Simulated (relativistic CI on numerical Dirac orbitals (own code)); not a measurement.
Radial parameters of Tl⁷³⁺

Calculated at this level of theory: Dirac-Coulomb-Breit CI, orbitals from a KLI potential per configuration, a model potential for QED, unscaled Slater integrals (own radial code, finite nucleus).

Slater integrals F^k, G^k are unscaled and averaged over j, outside the closed core 1s2; ζ comes from projecting the Hamiltonian with its Breit term on Σ l·s of the shell.

- 2s2 2p4: F^2(2p,2p) = 1.5559e+06, ζ(2p) = 1.1531e+07 cm⁻¹; <r>(2p) = 0.05985, <r^2>(2p) = 0.004391 (bohr units).
- 2s 2p5: G^1(2s,2p) = 1.7012e+06, ζ(2p) = 1.1511e+07 cm⁻¹; <r>(2s) = 0.06648, <r^2>(2s) = 0.005279, <r>(2p) = 0.05991, <r^2>(2p) = 0.004399 (bohr units).
- 2s2 2p3 3s: F^2(2p,2p) = 1.5636e+06, ζ(2p) = 1.1652e+07, G^1(2p,3s) = 172120 cm⁻¹; <r>(2p) = 0.05958, <r^2>(2p) = 0.00435, <r>(3s) = 0.1581, <r^2>(3s) = 0.02864 (bohr units).

Averages of the first 10 configurations, taken without configuration mixing, which lowers the lowest level and can move excited configurations by several eV; other configurations of the list can lie among them:

```csv
Configuration,Parity,States,Average energy above the lowest level (eV)
2s2 2p4,even,15,1439.7
2s 2p5,odd,12,3360.2
2p6,even,1,5350.5
2s2 2p3 3s,odd,40,12530.7
2p5 3s,odd,12,16365.4
2p5 3p,even,36,16907.4
2s2 2p3 3p,even,120,13086.8
2p5 3d,odd,60,17340.8
2s2 2p3 3d,odd,200,13520.0
2s 2p4 3s,even,60,14412.9
```
